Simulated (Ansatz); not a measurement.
Reactions of FGeH$_{5}$OSi, SMILES `[F][GeH2][O][SiH3]`.

Program: Ansatz. Geometries: PBE0-D4/def2-TZVP. ΔE: electronic, gas phase. CBS: MP2 limit from def2 TZ/QZ plus the TZ coupled-cluster correction, frozen cores. This one scheme is used for every species. DFT in def2-TZVPP. def2 core potentials past Kr. For Ge, In, Mg, Sn outer-core shells are correlated without core-valence functions, which leaves a few kJ/mol of doubt a bond. Scalar relativity is left out up to krypton. One conformer a species, not always the lowest.

| reaction | r2SCAN-D4 (kJ/mol) | ωB97M-V (kJ/mol) |
| --- | --- | --- |
| `[F][GeH2][O][SiH3]` + `BS` → `BS[SiH3]` + `[OH][GeH2][F]` | 47 | 50 |
| `[F][GeH2][O][SiH3]` + `[OH][In]([SH])[Cl]` → `[SiH3][O][In]([SH])[Cl]` + `[OH][GeH2][F]` | 0 | -1 |
| `[F][GeH2][O][SiH3]` + `[OH][Mg][SH]` → `[SiH3][O][Mg][SH]` + `[OH][GeH2][F]` | -23 | -21 |
| `[F][GeH2][O][SiH3]` + H₂O → `[OH][GeH2][F]` + `O[SiH3]` | 11 | 13 |
| `[F][GeH2][O][SiH3]` + `BC(B)C` → `BC(C)B[SiH3]` + `[OH][GeH2][F]` | 106 | 114 |
| `[F][GeH2][O][SiH3]` + H–F → `[F][GeH2][F]` + `O[SiH3]` | -19 | -17 |
| `[F][GeH2][O][SiH3]` + `[SiH3]SS` → `[SiH3]SS[SiH3]` + `[OH][GeH2][F]` | 35 | 38 |
| `[F][GeH2][O][SiH3]` + `BCS` → `BC[S][GeH2][F]` + `O[SiH3]` | -6 | -2 |
| `[F][GeH2][O][SiH3]` + `[NH2][Sn][OH]` → `[NH2][Sn][O][SiH3]` + `[OH][GeH2][F]` | -12 | -11 |
| `[F][GeH2][O][SiH3]` + H₂ → `[F][GeH3]` + `O[SiH3]` | 39 | 36 |

Task: Give the CCSD(T)/CBS values in the same order. (Estimate.)

Result: Ansatz gave: 50, -2, -24, 18, 114, -7, 38, -2, -12, 40 kJ/mol.

Largest T1 diagnostic: 0.017, for `[NH2][Sn][OH]`.
